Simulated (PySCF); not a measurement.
CH₁₀N₂Si₃, SMILES N1[Si@](N)([SiH2]C1)[SiH3]. Atoms are numbered in the order given.

```xyz
16

N      0.3834     1.5860     1.5582
Si     0.1702     0.3335     0.3929
Si     2.3186    -0.5459     0.0026
N     -1.0679    -0.8192     0.8223
C     -1.9758    -1.0508    -0.2996
Si    -1.3094     0.3555    -1.4376
H      1.2861     2.0098     1.7330
H     -0.3828     2.1886     1.8373
H      2.2401    -1.5859    -1.0713
H      2.8913    -1.1904     1.2294
H      3.2836     0.5107    -0.4471
H     -1.1227    -1.4348     1.6281
H     -3.0410    -0.9349    -0.0256
H     -1.8626    -2.0459    -0.7706
H     -2.2661     1.4988    -1.5837
H     -0.8910    -0.0837    -2.8060
```

The structure is a stationary point at PBE0-D3(BJ)/def2-SVP. The structure was generated by enumeration; whether it is a known compound was not checked. Other conformers were not sampled.

Level of theory: PBE/pcSseg-1 (PySCF).

GIAO shieldings, no solvent; atoms listed in one row are averaged. δ = σ(ref) − σ: ¹⁵N against NH3 (σ = 267.0 ppm); ²⁹Si against TMS (σ = 335.4 ppm); ¹³C against TMS (σ = 182.0 ppm); ¹H against TMS (σ = 31.49 ppm), references at their B3LYP-D3(BJ)/def2-TZVP geometries, non-relativistic.

```csv
nucleus,atoms,count,δ (ppm)
¹⁵N,N4,1,75.3
¹⁵N,N1,1,53.4
²⁹Si,Si2,1,-5.8
²⁹Si,Si6,1,-38.0
²⁹Si,Si3,1,-120.4
¹³C,C5,1,34.1
¹H,"H15, H16",2,4.82
¹H,"H9, H10, H11",3,3.68
¹H,H14,1,3.46
¹H,H13,1,3.37
¹H,H8,1,1.53
¹H,H7,1,1.45
¹H,H12,1,1.36
```
